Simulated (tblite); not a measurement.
Species: C₅H₁₁FN (charge +1).
SMILES with atom numbers: `[CH3:1][N+:2]1([CH3:3])[CH2:4][CH:5]([F:6])[CH2:7]1` (hydrogens: H8, H9, H10 on C1; H11, H12, H13 on C3; H14, H15 on C4; H16 on C5; H17, H18 on C7)

A start from a force field or distance geometry was refined with tblite, GFN2-xTB geometry optimisation, gas phase. Values at the start:

| coordinate | start |
| --- | --- |
| C1–N2 | 1.496 Å |
| C1–H8 | 1.090 Å |
| N2–C3 | 1.467 Å |
| N2–C4 | 1.483 Å |
| C3–H11 | 1.092 Å |
| C4–C5 | 1.541 Å |
| C4–H14 | 1.104 Å |
| C4–H15 | 1.087 Å |
| C5–F6 | 1.345 Å |
| C5–H16 | 1.091 Å |
| C1–N2–C3 | 117.6° |
| C1–N2–C4 | 110.7° |
| N2–C4–C5 | 90.0° |
| C3–N2–C4 | 111.7° |
| C4–N2–C7 | 89.9° |
| C4–C5–F6 | 116.2° |
| C4–C5–C7 | 85.4° |
| C1–N2–C4–C5 | -95° |
| C1–N2–C7–C5 | 95° |
| N2–C4–C5–F6 | 100° |
| C4–C5–C7–N2 | 16° |

Task: How do these coordinates change at the GFN2-xTB level?

Result: 
| coordinate | GFN2-xTB (Å or °) | change |
| --- | --- | --- |
| C1–N2 | 1.469 | -0.027 |
| N2–C4 | 1.499 | +0.016 |
| C4–H14 | 1.089 | -0.015 |
| C5–F6 | 1.359 | +0.014 |
| C4–C5 | 1.535 | -0.006 |
| C3–H11 | 1.089 | -0.003 |
| N2–C3 | 1.464 | -0.003 |
| C4–H15 | 1.088 | +0.001 |
| C1–H8 | 1.089 | -0.001 |
| C5–H16 | 1.090 | -0.001 |
| C1–N2–C3 | 110.6 | -7.0 |
| C4–C5–F6 | 111.8 | -4.4 |
| C3–N2–C4 | 115.4 | +3.7 |
| C4–C5–C7 | 87.0 | +1.6 |
| C1–N2–C4 | 112.2 | +1.5 |
| N2–C4–C5 | 90.6 | +0.6 |
| C4–N2–C7 | 89.7 | -0.2 |
| C1–N2–C7–C5 | 103 | +8 |
| C1–N2–C4–C5 | -103 | -8 |
| C4–C5–C7–N2 | 11 | -5 |
| N2–C4–C5–F6 | 101 | +1 |

The energy falls by 0.194 eV over 48 L-BFGS steps, the largest force on an atom goes from 1.44 to 0.009 eV/Å, and the atoms move by 0.081 Å rms after alignment. The bond that changes most is C1–N2 (N-methyl carbon to ammonium nitrogen), which shortens by 0.027 Å. Bonds longer at the end by more than 0.005 Å: 3 of 18; shorter: 7. Rotational constants go from 4686, 2085, 1884 to 4810, 2041, 1871 MHz.

The run took 0.26 s of wall time on Arm Neoverse V1, one thread, no GPU, shared host with 32 logical CPUs at a one-minute load of 25.

Its GFN2-xTB frequencies are all real (lowest 73 cm⁻¹).

One conformer stands for the species.

All values are computed, not measured.
